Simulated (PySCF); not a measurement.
Work out the structure from these simulated measurements.

Elements present: C, H, O, P and S. Monoisotopic mass: 155.9799 u.

| Property | Result |
| --- | --- |
| Rotational structure | rotational constants A, B, C: 1.469, 1.304, 0.694 GHz [GFN2-xTB] |
| 1H NMR | chemical shifts (computed TMS as zero) by class: 7.72 (1 H), 4.15 (3 H), 3.16 (1 H) ppm [GIAO PBE0/pcSseg-1] |
| Triplet | lowest triplet excitation (Tamm–Dancoff): 2.93 eV [TDA PBE0/def2-SVPD] |
| 13C NMR | chemical shifts (computed TMS as zero) by class: 187.7 (1 C), 150.6 (1 C), 121.3 (1 C), 93.5 (1 C), 80.7 (1 C), 61.6 (1 C) ppm [GIAO PBE0/pcSseg-1] |
| UV, strongest line | among the 8 lowest singlet transitions: S6 at 5.42 eV (229 nm, f = 0.329) [TDDFT PBE0/def2-SVPD] |
| NMR, other nuclei | isotropic shieldings of nuclei other than C and H, by class: 201 (1 O), 62 (1 P), 236 (1 S) ppm [GIAO PBE0/pcSseg-1] |
| UV, first state | lowest singlet excitation: 4.24 eV (293 nm, f = 0.035) [TDDFT PBE0/def2-SVPD] |

Electronic properties: PySCF, gas phase, density fitting. Levels stand in brackets. Isolated species at its GFN2-xTB geometry (one conformer only). Each NMR value is the plain mean over a class of atoms that symmetry, rotation or inversion makes alike.

Q: Which formula fits the mass and the elements?

A: C6H5OPS (calculated 155.9799). No other formula that holds each of these elements comes within 0.0003 u with a fitting electron parity and a possible valence count.

Q: Give a SMILES that accounts for the data.

A: Numbering: `[CH:1]#[C:2][c:3]1[p:4][cH:5][s:6][c:7]1[O:8][CH3:9]`. 6 carbons fall into 6 classes; from least to most shielded: aromatic carbon bearing oxygen [C7] (187.7 ppm), aromatic CH next to a ring sulfur [C5] (150.6 ppm), substituted aromatic carbon [C3] (121.3 ppm), terminal alkyne carbon [C1] (93.5 ppm), alkyne carbon [C2] (80.7 ppm), methoxy carbon [C9] (61.6 ppm). Hydrogen classes from least to most shielded: 1 H on an aromatic CH next to a ring sulfur, C5 (7.72 ppm), 3 H on a methoxy carbon, C9 (4.15 ppm, a mean of values up to 0.7 ppm apart in this geometry), 1 H on a terminal alkyne carbon, C1 (3.16 ppm). The other shieldings belong to: 201 ppm, aryl ether oxygen [O8]; 62 ppm, phosphorus bonded to 2 C [P4]; 236 ppm, thiophene-type sulfur [S6]. S1 is mainly HOMO→LUMO (weight 0.91); the largest Löwdin shares of the orbital it empties are 0.17 on the aromatic CH next to a ring sulfur, 0.16 on the substituted aromatic carbon, 0.15 on the terminal alkyne carbon and 0.15 on the aromatic carbon bearing oxygen, of the orbital it fills 0.36 on the phosphorus bonded to 2 C, 0.27 on the aromatic CH next to a ring sulfur, 0.18 on the thiophene-type sulfur and 0.07 on the substituted aromatic carbon. The optimised geometry has point group Cs and is an asymmetric top. Structure: `C#Cc1pcsc1OC`. Computed isomers that give other values at the same levels: `C#Cc1pc(OC)cs1` (13C chemical shifts (computed TMS as zero) by class: 192.2 (1 C), 163.5 (1 C), 123.4 (1 C), 102.8 (1 C), 83.5 (1 C), 63.6 (1 C) ppm); `C#Cc1pcc(OC)s1` (13C chemical shifts (computed TMS as zero) by class: 182.8 (1 C), 158.3 (1 C), 117.5 (1 C), 101.7 (1 C), 83.2 (1 C), 58.7 (1 C) ppm); `C#Cc1coc(SC)p1` (13C chemical shifts (computed TMS as zero) by class: 204.2 (1 C), 157.8 (1 C), 131.8 (1 C), 94.6 (1 C), 80.0 (1 C), 19.0 (1 C) ppm). The assignments are read from this structure; whether some other isomer fits the data as well wasn't checked.

Shape of the structure used: `[CH:1]#[C:2][c:3]1[p:4][cH:5][s:6][c:7]1[O:8][CH3:9]`: S6–C7–O8–C9 0°.
